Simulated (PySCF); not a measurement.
## Stretching TeS

Set-up: basis Te cc-pVTZ-PP with ECP28, S cc-pV(T+d)Z; scalar-relativistic core potentials; PySCF 2.14. Energies in eV from Te + S in their ground configurations at the same level. All curves are PBE0. state 1: ³Σ⁻ (triplet), unpaired electrons π ↑↑; state 2: Ms = 0 determinant of mixed spin (⟨S²⟩ near 1.0), unpaired electrons π ↑↓, a mixture of terms (⟨Lz²⟩ = 2.0), a second solution, started from another occupation; state 3: singlet, one real π or δ orbital doubly filled, a mixture of terms (⟨Lz²⟩ = 2.0), a second solution, started from another occupation; state 4: ⁵Π (quintet), unpaired electrons σ ↑, π ↑↑↑, a second solution, started from another occupation.

| R (Å) | state 1 | state 2 | state 3 | state 4 |
| --- | --- | --- | --- | --- |
| 1.914 | -1.902 | -1.675 | -0.936 | 5.7193 |
| 2.003 | -2.899 | -2.676 | -1.941 | 3.8749 |
| 2.092 | -3.439 | -3.219 | -2.487 | 2.5014 |
| 2.159 | -3.628 | -3.409 | -2.681 | 1.7112 |
| 2.226 | -3.679 | -3.463 | -2.738 | 1.0852 |
| 2.293 | -3.627 | -3.413 | -2.691 | 0.5935 |
| 2.382 | -3.442 | -3.232 | -2.514 | 0.1054 |
| 2.493 | -3.089 | -2.883 | -2.171 | -0.2988 |
| 2.627 | -2.569 | -2.367 | -1.662 | -0.5671 |
| 2.805 | -1.822 | -1.625 | -0.928 | -0.6857 |

**Question.** Put a parabola through the three lowest points of the state 1 curve and estimate Re, k and ωe (reduced mass 25.66 u; 1 eV/Å² = 0.16022 mdyn/Å; ωe = 1302.8·√(k/μ) cm⁻¹).

**Answer.** Through R = 2.159, 2.226, 2.293 Å the second-order coefficient is 11.5 eV/Å², so Re ≈ 2.226 Å, k ≈ 3.68 mdyn/Å and ωe ≈ 493 cm⁻¹. A polynomial fit of higher order to the unrounded PBE0 energies gives Re = 2.222 Å, k = 3.74 mdyn/Å, ωe = 497 cm⁻¹; anharmonicity and rounding make the difference.

The higher-order fit for each curve: state 1: Re = 2.222 Å, ωe = 497 cm⁻¹, De = 3.68 eV; state 2: Re = 2.224 Å, ωe = 496 cm⁻¹, minimum 3.46 eV below the ground-state fragments; state 3: Re = 2.226 Å, ωe = 493 cm⁻¹, minimum 2.74 eV below the ground-state fragments; state 4: Re = 2.829 Å, ωe = 218 cm⁻¹, minimum 0.69 eV below the ground-state fragments.

Spin–orbit coupling is left out, which matters for elements this heavy, above all for dissociation energies. The state is the lowest determinant that a PBE0 search found; another state may lie lower at other levels.
